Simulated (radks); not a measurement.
Results of a calculation; reference values are marked as such.
Valence configurations of the titanium ion Ti+ (all share [Ar]). Level of theory: non-relativistic Kohn-Sham, r2SCAN, spin-unpolarised, spherical densities, point nucleus; meta-GGA in the generalised Kohn-Sham scheme (a radial shooting solver on a logarithmic mesh with Libxc functionals). Energies are relative to 3d2 4s1; eigenvalues in eV.

valence,E (eV),e(3d),e(4p),e(4s)
3d2 4s1,0.000,-11.282,-,-10.213
3d2 4p1,3.684,-12.380,-6.985,-
3d2 4s0.5 4p0.5,1.868,-11.844,-6.725,-10.386
3d1 4s1 4p1,6.725,-16.960,-8.205,-12.492
3d2.5 4s0.5,-0.300,-9.396,-,-9.227
4s1 4p2,17.830,-,-9.812,-14.669
3d3,-0.173,-7.758,-,-
3d1 4s2,2.383,-15.871,-,-11.978
3d1.5 4s1 4p0.5,2.880,-14.009,-7.339,-11.364
4s2 4p1,12.964,-,-9.335,-14.211

NIST lists [Ar] 3d2 4s1 as the ground configuration; this level of theory puts 3d2.5 4s0.5 lower, by 0.300 eV. The energies are those of spherical spin-averaged densities, not of single terms.
